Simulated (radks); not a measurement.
Problem. The mean radii <r> (bohr) of the occupied orbitals of an atom or ion are listed with their occupations. Calculated with a radial shooting solver on a logarithmic mesh with Libxc functionals: scalar-relativistic Kohn-Sham, Wu-Cohen GGA, spin-polarised, spherical densities, finite nucleus; Fermi nuclear charge, rms radius of each element as measured or else 0.836 A^(1/3) + 0.57 fm.

orbital  occ.     <r>
1s up       1  0.1307
1s down     1  0.1307
2s up       1  0.6979
2s down     1  0.6968
2p up       3  0.6886
2p down     3  0.6858
3s up       1   2.763

Name the element and its charge. Open shells, if any, are filled with parallel spins first.

Solution. Z = 12, magnesium, charge +1: Mg+ in [Ne] 3s1. The 1s radius gives Z: for a bare nucleus <r> = (2 gamma + 1)/(2Z) with gamma = sqrt(1 - (Z/c)^2), 0.1247 bohr for Z = 12, and screening makes it slightly larger (0.1307 here). The occupations add up to 11, and the charge is Z minus that.
